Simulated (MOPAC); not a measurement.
MOPAC input (AM1):

```
AM1 1SCF CHARGE=-1 GEO-OK AUX(PRECISION=9) THREADS=1
H3O3Si

O    -1.26213500 1   -0.63499000 1    0.61597600 1
Si   -0.04589700 1   -0.23066000 1   -0.58548900 1
O    -0.04721500 1    1.50636800 1   -0.32287600 1
O     1.36339100 1   -0.59978500 1    0.39629000 1
H    -0.79083900 1   -0.84514700 1    1.43309400 1
H    -0.63235300 1    1.67663400 1    0.42718400 1
H     1.63341500 1    0.22501300 1    0.82145300 1
```

From the output:

```
                                                       MOPAC v23.2.5 Linux

          FINAL HEAT OF FORMATION =       -227.41992 KCAL/MOL =    -951.52496 KJ/MOL

          COSMO AREA              =        102.21 SQUARE ANGSTROMS
          COSMO VOLUME            =         90.30 CUBIC ANGSTROMS

          IONIZATION POTENTIAL    =          1.578077 EV
          HOMO LUMO ENERGIES (EV) =         -1.578  7.380
          NO. OF FILLED LEVELS    =         13
          MOLECULAR WEIGHT        =         79.1074         POINT GROUP:  C3

          MOLECULAR DIMENSIONS (Angstroms)

            Atom       Atom       Distance
            H     7    O     1     3.02755
            O     3    H     5     2.75290
           Si     2    H     6     2.08838

          SCF CALCULATIONS        =          1

   ATOM   CHEMICAL          X               Y               Z
  NUMBER   SYMBOL      (ANGSTROMS)     (ANGSTROMS)     (ANGSTROMS)

     1       O         -1.26213500  *  -0.63499000  *   0.61597600  *
     2      Si         -0.04589700  *  -0.23066000  *  -0.58548900  *
     3       O         -0.04721500  *   1.50636800  *  -0.32287600  *
     4       O          1.36339100  *  -0.59978500  *   0.39629000  *
     5       H         -0.79083900  *  -0.84514700  *   1.43309400  *
     6       H         -0.63235300  *   1.67663400  *   0.42718400  *
     7       H          1.63341500  *   0.22501300  *   0.82145300  *

                             CARTESIAN COORDINATES

   1    O       -1.262135000    -0.634990000     0.615976000
   2   Si       -0.045897000    -0.230660000    -0.585489000
   3    O       -0.047215000     1.506368000    -0.322876000
   4    O        1.363391000    -0.599785000     0.396290000
   5    H       -0.790839000    -0.845147000     1.433094000
   6    H       -0.632353000     1.676634000     0.427184000
   7    H        1.633415000     0.225013000     0.821453000

           Empirical Formula: H3 O3 Si  =     7 atoms

      MOLECULAR POINT GROUP   :   C3

                  EIGENVALUES
 -30.48605 -29.34285 -29.34284 -11.79336 -11.79336 -11.74873  -9.86171  -7.68976
  -7.68976  -6.94969  -6.36713  -6.36713  -1.57808   7.38035   7.38036   9.21849
  10.85352  11.23639  11.23639

              NET ATOMIC CHARGES AND DIPOLE CONTRIBUTIONS

  ATOM NO.   TYPE          CHARGE      No. of ELECS.   s-Pop       p-Pop
    1          O          -0.657681        6.6577     1.86380     4.79389
    2         Si           0.481062        3.5189     1.25193     2.26701
    3          O          -0.657681        6.6577     1.86380     4.79389
    4          O          -0.657681        6.6577     1.86380     4.79389
    5          H           0.163994        0.8360     0.83601
    6          H           0.163994        0.8360     0.83601
    7          H           0.163994        0.8360     0.83601
 DIPOLE           X         Y         Z       TOTAL
 POINT-CHG.    -0.124    -0.624    -1.583     1.706
 HYBRID         0.342     1.717     4.359     4.697
 SUM            0.218     1.094     2.776     2.991

          ATOMIC ORBITAL ELECTRON POPULATIONS

     Atom    s        px        py        pz
    1  O   1.86380   1.58502   1.90699   1.30187
    2 Si   1.25193   0.46610   0.57940   1.22151
    3  O   1.86380   1.67857   1.60716   1.50816
    4  O   1.86380   1.70812   1.38798   1.69779
    5  H   0.83601
    6  H   0.83601
    7  H   0.83601

 **********************
 *                    *
 * JOB ENDED NORMALLY *
 *                    *
 **********************

 == MOPAC DONE ==
```

The dipole moment of an ion depends on the origin.

The geometry given is a B3LYP-D3(BJ)/def2-TZVP minimum.
